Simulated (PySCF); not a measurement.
The vertical singlet excitations below were computed for one of the candidates. Method used: TDDFT CAM-B3LYP/def2-SVPD, vertical, gas phase, core orbitals frozen in the response in PySCF 2.14.0, density-fitted response routines. Geometries: GFN2-xTB, one conformer each.

```tsv
state	E (eV)	f	main configurations (H = HOMO, L = LUMO)
S1	5.78	0.0018	H→L (92%)
S2	6.47	0.045	H-1→L (54%), H→L+4 (13%), H→L+2 (10%)
S3	6.58	0.018	H→L+1 (54%), H→L+3 (17%)
S4	6.66	0.101	H→L+3 (43%), H→L+2 (21%), H→L+1 (17%)
S5	6.80	0.136	H-1→L+1 (34%), H-1→L (24%), H→L+4 (14%)
S6	6.81	0.104	H-1→L+1 (51%), H→L+4 (14%), H-1→L (10%)
S7	7.17	0.023	H-2→L (79%)
S8	7.43	0.078	H-1→L+2 (29%), H-1→L+3 (10%), H-1→L+4 (10%)
```

Triplets computed (Tamm–Dancoff): 4.19, 5.15, 5.56 eV.

Question: Which structure fits? All have the formula C5H11PSi.
A. `P[Si@@H]1CCC12CC2`
B. `CP1CC=C([SiH3])C1`
C. `CC1=CC[Si@@H](P)C1`

Answer: B. Its S1, at 5.78 eV, is the lowest among the candidates; the nearest of the others has S1 at 6.36 eV. S1 is HOMO→LUMO (92%). Löwdin shares by element: HOMO phosphorus 61%, carbon 25% or more; LUMO carbon 60% or more, silicon 10% (atoms not listed hold the other 30%). At the same level the other candidates give, for their lowest levels:
- `CC1=CC[Si@@H](P)C1`: 6.36 eV (f 0.001); 6.60 eV (f 0.018); 6.83 eV (f 0.021); 6.93 eV (f 0.100); 6.97 eV (f 0.087); T1 4.44 eV; HOMO -8.10, LUMO 1.08 eV
- `P[Si@@H]1CCC12CC2`: 6.44 eV (f 0.028); 6.49 eV (f 0.087); 6.69 eV (f 0.064); 6.96 eV (f 0.114); 7.05 eV (f 0.017); T1 5.61 eV; HOMO -8.36, LUMO 1.09 eV
